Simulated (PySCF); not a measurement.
C₆H₁₂Si₂.
Numbering: `[CH:1]#[C:2][Si@@H:3]([SiH2:4][CH3:5])[CH:6]1[CH2:7][CH2:8]1`

Geometry (GFN2-xTB, Å), atoms numbered from 1 in this order:
```xyz
20
C6H12Si2 angstrom
C      0.1959    3.3604    0.5396
C      0.0421    2.3382   -0.0753
Si    -0.1372    0.7372   -1.0000
Si     1.6873   -0.6457   -0.6118
C      2.4849   -0.2475    1.0661
C     -1.7755    0.0001   -0.4064
C     -2.1081   -1.4311   -0.7197
C     -1.7954   -1.0330    0.6838
H      0.3184    4.2604    1.0719
H     -0.3269    1.1205   -2.4147
H      2.7160   -0.4956   -1.6518
H      1.3348   -2.0766   -0.6063
H      2.8007    0.7914    1.1086
H      3.3578   -0.8674    1.2515
H      1.7889   -0.4080    1.8852
H     -2.6221    0.6781   -0.4086
H     -3.1297   -1.6803   -0.9679
H     -1.3811   -2.0247   -1.2559
H     -0.8544   -1.3568    1.1062
H     -2.6017   -1.0088    1.4026
```

NICS = −σ at a ghost point: NICS(0) at the centroid of the ring atoms, NICS(1) 1 Å to either side along the normal of their mean plane, zz for the tensor component along that normal. Level: GIAO PBE0/pcSseg-1 (PySCF, non-relativistic, gas phase) on the GFN2-xTB geometry, one conformer.

Ring bond lengths (Å), with Mayer bond orders in brackets: C6–C7 1.502 (0.95), C7–C8 1.492 (0.97), C8–C6 1.502 (0.96).

**Question.** What do the NICS probes read (ppm)?

**Answer.** 
```json
{"ring": "C6–C7–C8", "type": "3-membered carbocycle; formal bonds all single", "NICS(0)": "-45.1", "NICS(1), two faces": "-8.3 / -9.3", "NICS(1)zz, two faces": "-24.6 / -26.4", "rms pucker (Å)": "0.00", "centre to ring atoms, mean (Å)": "0.87"}
```

**Question.** What do they say, and how far can they be read as aromaticity?

**Answer.** 
- C6–C7–C8: mean NICS(1)zz -25.5 ppm, shielded. C6, C7, C8 have four or more neighbours; no verdict on aromaticity is drawn. NICS(0) lies 36 ppm below the mean NICS(1).

On an Arm Neoverse N1 with one thread, on a shared host, this took 68 s and 0.96 GiB of memory at its peak. This is the whole shielding run at PBE0/pcSseg-1, SCF included.
